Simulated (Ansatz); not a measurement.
Pulling the pair apart

The pair of Cu⁺ (SMILES [Cu+], atom 1) and GeH4 (SMILES [GeH4], atoms 2–6), both closed shells, in one local arrangement (a lower one may exist), relaxed at PBE0-D4/def2-TZVP:

```xyz
6
angstrom
Cu 0.2335 -0.2381 -1.8767
Ge -0.0625 0.0636 0.5020
H 1.1648 0.2854 1.3633
H 0.1682 -1.2845 -0.3614
H -0.0365 1.1499 -0.6962
H -1.4675 0.0236 1.0690
```

GeH4 is shifted rigidly along the line between the mean atom positions of the two fragments (negative: closer). Counterpoise interaction energies in kJ/mol. Ansatz 0.2.0; basis: def2-TZVPPD; cores frozen in the correlated methods. The 3s and 3p shells of Cu and Zn are frozen; filled d shells are correlated. The def2 sets are not built for correlating such inner shells, so the correlated values are less sure here. B3LYP uses VWN-RPA correlation.

| shift (Å) | HF | B3LYP-D4 | r2SCAN-D4 |
| --- | --- | --- | --- |
| -0.24 | -4.4 | -144.6 | -194.4 |
| -0.12 | -42.0 | -164.5 | -206.5 |
| 0.00 | -64.4 | -170.5 | -205.4 |
| 0.12 | -76.4 | -168.0 | -196.6 |
| 0.29 | -81.8 | -156.4 | -177.7 |
| 0.60 | -74.1 | -127.3 | -137.4 |
| 1.21 | -46.6 | -72.5 | -74.8 |
| 2.42 | -18.3 | -21.8 | -22.0 |

Q: What does CCSD(T) give at these shifts? (An estimate is asked for; the value comes from the calculation.)

A: Computed: -109.4, -129.6, -136.5, -135.1, -125.5, -98.7, -53.6, -17.8 kJ/mol. For zero shift, CCSD(T) at an estimated basis limit (MP2 extrapolated from triple and quadruple zeta, plus CCSD(T) − MP2 in triple zeta) gives -155.7 kJ/mol. These are counterpoise interaction energies, counted from the two frozen fragments.

The T1 diagnostic stays at or below 0.019.

For scale, one of the runs: CCSD(T)/def2-TZVPPD, 189 basis functions, launched by `ansatz run in.yaml --threads 4 --pin off --events-out ev --progress --plain --max-ram 9574MiB`. The run took 28 s on 4 CPU threads of an Intel Xeon Platinum 8375C (shared host), with 1.9 GiB of host memory at its peak.
